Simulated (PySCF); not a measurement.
Input of a run (PBE0-D3(BJ)/def2-SVP geometry optimisation, gas phase, def2 core potentials past Kr (PySCF 2.14.0)), started from GFN2-xTB:
```
{"job": {"xc": "PBE0", "basis": "def2-SVP", "d3": "d3bj", "grid": 1, "maxiter": 40, "shake": 0.03, "kind": "geom"}, "charge": 0, "multiplicity": 1}
Zr    -0.044680    -0.076250    -0.061940
I     -0.053420    -0.031710     2.690690
I      2.464210    -0.002730    -0.977360
Cl    -1.090010     1.832480    -0.833740
Cl    -1.201240    -1.832260    -0.879770
```

Output (energies in Eh, forces in Eh/bohr):
```
step   0  E = -1562.58675652  max force = 0.021078
step   1  E = -1562.58870563  max force = 0.012424
step   2  E = -1562.58909845  max force = 0.002775
step   3  E = -1562.58924958  max force = 0.001448
step   4  E = -1562.58936833  max force = 0.002116
step   5  E = -1562.58939350  max force = 0.002258
step   6  E = -1562.58949743  max force = 0.001806
step   7  E = -1562.58960683  max force = 0.000797
step   8  E = -1562.58963525  max force = 0.001197
step   9  E = -1562.58967349  max force = 0.000405
step  10  E = -1562.58968030  max force = 0.000276
optimisation converged
```

Problem. Summarise the run.

Solution. The energy falls by 7.7 kJ/mol over 11 energy and gradient evaluations, the largest force component goes from 0.0211 to 2.8e-04 Eh/bohr, and the atoms move by 0.058 Å rms after alignment. The bond that changes most is Zr1–I2 (ends: zirconium bonded to 2 Cl and 2 I; iodine bonded to Zr), which shortens by 0.070 Å. Bonds longer at the end by more than 0.005 Å: 2 of 4; shorter: 1. Among the angles that change most is I3–Zr1–Cl4, from 106.7° to 109.8°. The energy never rose by more than 1e-6 Eh on the way. The first step brought 67 % of the lowering.

Problem. What are the final bond lengths?

Solution. Zr1–I2 2.683 Å, Zr1–I3 2.681 Å, Zr1–Cl4 2.314 Å, Zr1–Cl5 2.312 Å. Numbering counts from 1 in the input's order; the species is ZrI2Cl2 (`[Cl][Zr]([Cl])([I])[I]`).

The run used 119 basis functions and 83 SCF cycles in all. On an Arm Neoverse V2 with one thread, shared host, this took 1.9 min and 0.56 GiB of memory at its peak.

Not checked by PBE0-D3(BJ)/def2-SVP frequencies.
